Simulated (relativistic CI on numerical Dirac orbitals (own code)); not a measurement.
Calculated at this level of theory: Dirac-Coulomb-Breit CI, separate exchange-only KLI orbitals for each configuration, model QED, unscaled Slater integrals (own radial code, finite nucleus).

The strongest absorption lines from the ground level of an ion, among the configurations computed and to levels below about 1890 eV (vacuum wavelength in nm, gf): 0.68743 (0.57), 0.85548 (3.2), 0.85633 (2), 0.85816 (0.9), 0.86382 (1.1), 0.87386 (0.62), 0.87824 (1.4), 0.87997 (0.67).

Which ion is it?
A. Ge23+
B. Ge21+
C. Se25+
D. Ni19+

A. Ge23+ has 9 electrons and the ground level 2s2 2p5 2P°_3/2; the strongest line goes to 2s2 2p4 3d 2D_5/2. The pattern of lines fixes the number of electrons, and along that sequence the line energies rise steadily with the charge (about as its square where n changes within one kind of shell, about linearly where n is kept but much faster in heavy ions where fine structure, which grows about as Z⁴, sets the gap, and irregularly where shells cross), which fixes Z. Configurations outside the model, such as inner-shell arrays, can give stronger lines. At this charge energies of transitions that change n are usually good to better than 1 %, and those within a shell (Δn = 0) to a few per cent.

LS names give the leading component of a level, which can be under half, so a name can repeat, a term be missing and a line seem to break the LS rules.
